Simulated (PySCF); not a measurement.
These are TPSSh-D3(BJ)/def2-TZVP // CAM-B3LYP-D3(BJ)/def2-TZVP in PySCF values and carry that method's errors. Gas-phase values, no solvent. Excitations are Tamm–Dancoff values on a coarser integration grid. The basis has no diffuse functions, so Rydberg states are missing or too high.

Reference species (SMILES): `[SnH2]=[CH2]` (neutral, multiplicity 1).

```json
{
  "hole reorganisation energy (four-point)": "0.301 eV",
  "LUMO": "-1.89 eV",
  "adiabatic ionisation energy (no zero-point term)": "7.77 eV",
  "S1 excitation (TDA)": "4.71 eV"
}
```

Changed species: `[GeH2]=[CH2]`.

Question: Give the shifts of the hole reorganisation energy (four-point), LUMO, adiabatic ionisation energy (no zero-point term) and S1 excitation (TDA).

Answer: the hole reorganisation energy (four-point) goes up by 0.014 eV, to 0.315 eV; the LUMO goes up by 0.31 eV, to -1.58 eV; the adiabatic ionisation energy (no zero-point term) rises by 0.60 eV, to 8.37 eV; the S1 excitation (TDA) rises by 0.94 eV, to 5.65 eV.
